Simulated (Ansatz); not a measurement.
Isolated molecules relaxed with PBE0-D4/def2-TZVP in Ansatz; ΔE leaves out vibrations. CBS: MP2 limit from def2 TZ/QZ plus the TZ coupled-cluster correction, frozen cores. DFT in def2-TZVPP. One conformer a species, not always the lowest.

Reaction (substitution at a C–C bond): `CC(F)CF` + `C[SiH2]SS` → `C[SiH2]SSC` + `FCCF`

```json
{"level": "LDA (SPW92)", "ΔE (kJ/mol)": "15.9", "difference from CCSD(T)/CBS": "2.8"}
{"level": "BHLYP-D4", "ΔE (kJ/mol)": "12.4", "difference from CCSD(T)/CBS": "-0.7"}
{"level": "ωB97M-V", "ΔE (kJ/mol)": "14.5", "difference from CCSD(T)/CBS": "1.4"}
{"level": "B2PLYP", "ΔE (kJ/mol)": "12.3", "difference from CCSD(T)/CBS": "-0.8"}
{"level": "r2SCAN", "ΔE (kJ/mol)": "12.8", "difference from CCSD(T)/CBS": "-0.3"}
{"level": "PBE0", "ΔE (kJ/mol)": "12.2", "difference from CCSD(T)/CBS": "-0.9"}
{"level": "r2SCAN0", "ΔE (kJ/mol)": "14.0", "difference from CCSD(T)/CBS": "0.9"}
{"level": "BHLYP", "ΔE (kJ/mol)": "15.9", "difference from CCSD(T)/CBS": "2.8"}
{"level": "CAM-B3LYP", "ΔE (kJ/mol)": "16.8", "difference from CCSD(T)/CBS": "3.7"}
{"level": "LC-ωPBE", "ΔE (kJ/mol)": "15.6", "difference from CCSD(T)/CBS": "2.5"}
{"level": "HF/def2-SVP", "ΔE (kJ/mol)": "25.6", "difference from CCSD(T)/CBS": "12.5"}
{"level": "HF/def2-TZVPP", "ΔE (kJ/mol)": "17.9", "difference from CCSD(T)/CBS": "4.8"}
{"level": "MP2/def2-TZVPP", "ΔE (kJ/mol)": "11.2", "difference from CCSD(T)/CBS": "-1.9"}
{"level": "CCSD/def2-TZVPP", "ΔE (kJ/mol)": "17.3", "difference from CCSD(T)/CBS": "4.2"}
{"level": "CCSD(T)/def2-TZVPP", "ΔE (kJ/mol)": "15.4", "difference from CCSD(T)/CBS": "2.3"}
{"level": "HF/def2-QZVPP", "ΔE (kJ/mol)": "17.6", "difference from CCSD(T)/CBS": "4.5"}
{"level": "CCSD(T)/CBS", "ΔE (kJ/mol)": "13.1", "difference from CCSD(T)/CBS": "0"}
```

Largest T1 diagnostic among the species: 0.011.

At CCSD(T), def2-SVP lies +11.5 kJ/mol from the extrapolated value and def2-TZVPP +2.3 kJ/mol. Leaving LDA and LC-ωPBE aside and taking each functional with its dispersion term where it has one, the values, not all of them listed here, spread over 9.4 kJ/mol, from revPBE-D4 to CAM-B3LYP-D4. LDA lies +6.3 kJ/mol from PBE without D4. The D4 term adds −3.4 kJ/mol with B3LYP and −1.9 kJ/mol with PBE0; it sums over pairs of atoms, weighted by their polarisabilities, and B3LYP, whose exchange is more repulsive, gets the larger term.

B3LYP here is the variant with VWN-RPA as its local correlation; programs differ in this.
